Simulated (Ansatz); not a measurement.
# Ligand exchange through a proton shuttle

Start structure (BH2Cl3F2, singlet), relaxed at PBE0-D4/def2-TZVP:

| atom | x (Å) | y (Å) | z (Å) |
| --- | --- | --- | --- |
| B1 | -0.0983 | -1.4238 | 0.2072 |
| Cl2 | 1.5431 | -0.8974 | -0.1765 |
| Cl3 | -0.9011 | -2.5096 | -0.8654 |
| Cl4 | -0.8059 | -0.9327 | 1.7089 |
| H5 | -0.6049 | 1.5293 | -0.5855 |
| F6 | -1.1583 | 0.9080 | -1.0086 |
| H7 | 1.2420 | 1.2573 | 0.3893 |
| F8 | 0.7834 | 2.0688 | 0.3306 |

The step: BCl₃ ([Cl][B]([Cl])[Cl]) + HF + HF → BCl₂F ([F][B]([Cl])[Cl]) + HCl + HF; bonds formed: B1–F6, Cl2–H7, H5–F8; bonds broken: B1–Cl2, H5–F6, H7–F8. Computed with Ansatz 0.2.0 (basis: def2-TZVPP and def2-QZVPP); correlated methods freeze the cores. Extrapolation: Hartree–Fock as exp(−7.88 √X), correlation as X^−2.97. Energies below are by CCSD(T) at an estimated basis limit (MP2 extrapolated from triple and quadruple zeta, plus CCSD(T) − MP2 in triple zeta).

**Question.** What are the electronic barrier and the energy of the step, from the start structure to the end structure? (Judge from chemistry; the value comes from the calculation.)

**Answer.** The calculation gives: Barrier 10.66 kcal/mol; step energy -11.12 kcal/mol (downhill); reverse barrier, their difference, 21.78 kcal/mol. Barrier and step energy count from the start structure, the reverse barrier from the end structure.

The saddle point: One imaginary mode of 617i cm⁻¹.
| pair | start (Å) | saddle (Å) | end (Å) |
| --- | --- | --- | --- |
| B1–F6 | 2.84 | 1.51 | 1.33 |
| Cl2–H7 | 2.25 | 1.65 | 1.29 |
| H5–F8 | 1.75 | 1.12 | 0.93 |
| B1–Cl2 | 1.77 | 1.96 | 3.33 |
| H5–F6 | 0.93 | 1.17 | 1.91 |
| H7–F8 | 0.93 | 1.08 | 1.96 |

Zero-point energy (harmonic, PBE0-D4): ZPE is 19.73 kcal/mol at the start and 17.90 kcal/mol at the saddle, so the barrier goes from 10.66 to 8.83 kcal/mol.

No T1 diagnostic of these runs exceeds 0.011.

Labels in which every atom is bracketed show which atoms are joined, not bond orders.

For scale, one of the runs: CCSD(T)/def2-TZVPP, 247 basis functions, launched by `ansatz run in.yaml --threads 8 --pin off --events-out ev --progress --plain --max-ram 19148MiB`. Time: 110 s of wall clock on 8 CPU threads of an Arm Neoverse V2; the host was shared. Peak host memory: 5.2 GiB.
